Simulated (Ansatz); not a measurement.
Cost and result up the ladder for (H2Al-mu-F)2 (Al2H4F2) (8 atoms). Total charge 0; singlet. Geometry: PBE0-D4/def2-SVP.

Cartesian coordinates in Å:
```
Al 0.236 -0.193 1.386
H 1.045 -1.490 1.770
H -0.344 0.919 2.341
F -1.011 -0.604 0.088
Al -0.236 0.193 -1.386
H -1.045 1.491 -1.768
H 0.344 -0.918 -2.342
F 1.012 0.604 -0.088
```

Ansatz on 4 threads of Arm Neoverse V2 on a shared host. Times are rough, and most runs start from the orbitals of an earlier one. PBE0-D4/def2-TZVP serves as the yardstick here, not as an exact answer. Differences are given only for rows in sets of like size (and for xTB, whose basis is part of the method), since another set adds its own error. Binding counts from free atoms at the same level (Al doublet, H doublet, F doublet; other spins of the atoms weren't run), without zero-point energy or a counterpoise term.

B3LYP takes the VWN-RPA correlation. Correlated methods freeze 12 core orbitals.

Correlated methods converge slowly with the basis.

| level | functions | binding energy per atom (eV) | difference from PBE0-D4/def2-TZVP (eV) |
| --- | --- | --- | --- |
| revPBE-D4/def2-TZVP | 160 | 3.20 | -0.04 |
| BLYP-D4/def2-TZVP | 160 | 3.29 | 0.05 |
| MP2/def2-TZVP | 160 | 3.30 | 0.06 |
| PBE-D4/def2-SVP | 84 | 3.32 | – |
| B3LYP-D4/def2-TZVP | 160 | 3.30 | 0.07 |
| HF/STO-3G | 32 | 3.61 | – |
| PBE-D4/def2-TZVP | 160 | 3.27 | 0.03 |
| HF/def2-TZVP | 160 | 2.61 | -0.63 |
| r2SCAN-D4/def2-TZVP | 160 | 3.34 | 0.10 |
| HF/6-31G | 52 | 2.35 | – |
| LDA (SPW92)/def2-TZVP | 160 | 3.66 | 0.42 |
| B97M-V/def2-TZVP | 160 | 3.39 | 0.15 |
| CCSD(T)/def2-TZVPP | 202 | 3.28 | 0.05 |
| PBE0-D4/def2-TZVP | 160 | 3.24 | 0.00 |

(1) Estimate how long each takes.

Results:

(1) HF/STO-3G 0.1 s; HF/6-31G 0.15 s; HF/def2-TZVP 0.5 s; PBE-D4/def2-SVP 0.5 s; LDA (SPW92)/def2-TZVP 0.55 s; revPBE-D4/def2-TZVP 0.8 s; MP2/def2-TZVP 0.8 s; PBE-D4/def2-TZVP 0.95 s; BLYP-D4/def2-TZVP 1 s; PBE0-D4/def2-TZVP 1.1 s; B3LYP-D4/def2-TZVP 1.2 s; r2SCAN-D4/def2-TZVP 1.9 s; B97M-V/def2-TZVP 3.1 s; CCSD(T)/def2-TZVPP 27 s. On shared hardware such times vary by a factor of up to 3.
